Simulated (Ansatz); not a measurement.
Cost and result up the ladder for K8F8 (relaxed from a model of 2x2x4 KF rock-salt block, whose bonding it doesn't keep) (16 atoms). Total charge 0; singlet. Geometry: r2SCAN-D4/def2-SVP.

```xyz
16

K    -2.014   -0.578    3.471
F    -0.265   -1.176    1.765
K     1.953   -1.867    0.860
F     2.819   -2.123   -1.415
F    -1.396    1.777    3.224
K     0.489    1.374    1.621
F     2.610    0.518    0.663
K     3.657    0.231   -1.526
F    -3.577   -0.155    1.633
K    -1.985   -0.886   -0.160
F    -0.869   -1.086   -2.365
K     1.266   -1.837   -3.284
K    -3.049    2.228    1.473
F    -1.292    1.685   -0.243
K    -0.280    1.322   -2.492
F     1.932    0.573   -3.227
```

Ansatz on 4 threads of Arm Neoverse V1 on a shared host. Times are rough, and most runs start from the orbitals of an earlier one. PBE0-D4/def2-SVP serves as the yardstick here, not as an exact answer. Differences are given only for rows in sets of like size (and for xTB, whose basis is part of the method), since another set adds its own error. Binding counts from free atoms at the same level (K doublet, F doublet; other spins of the atoms weren't run), without zero-point energy or a counterpoise term.

The 6-31G sets use Cartesian d functions. B3LYP takes the VWN-RPA correlation. Correlated methods freeze 48 core orbitals; core or outer-core shells of K are correlated, in sets that lack core-valence functions.

Correlated methods converge slowly with the basis, most of all in double-zeta sets.

| level | functions | wall time |
| --- | --- | --- |
| HF/6-31G | 304 | 20 s |
| PBE-D4/def2-SVP (with forces) | 304 | 23 s |
| MP2/def2-SVP | 304 | 33 s |
| PBE0-D4/def2-SVP | 304 | 33 s |
| RPA@PBE/def2-SVP | 304 | 45 s |
| B3LYP-D4/6-31G | 304 | 45 s |
| r2SCAN-D4/def2-SVP (with forces) | 304 | 48 s |

Question: Estimate what each level gives for the binding energy per atom (eV).

Answer: 
| level | binding energy per atom (eV) | difference from PBE0-D4/def2-SVP (eV) |
| --- | --- | --- |
| HF/6-31G | 2.41 | – |
| PBE-D4/def2-SVP (with forces) | 3.52 | 0.15 |
| MP2/def2-SVP | 3.40 | 0.02 |
| PBE0-D4/def2-SVP | 3.37 | 0.00 |
| RPA@PBE/def2-SVP | 2.97 | -0.41 |
| B3LYP-D4/6-31G | 3.39 | – |
| r2SCAN-D4/def2-SVP (with forces) | 3.47 | 0.10 |
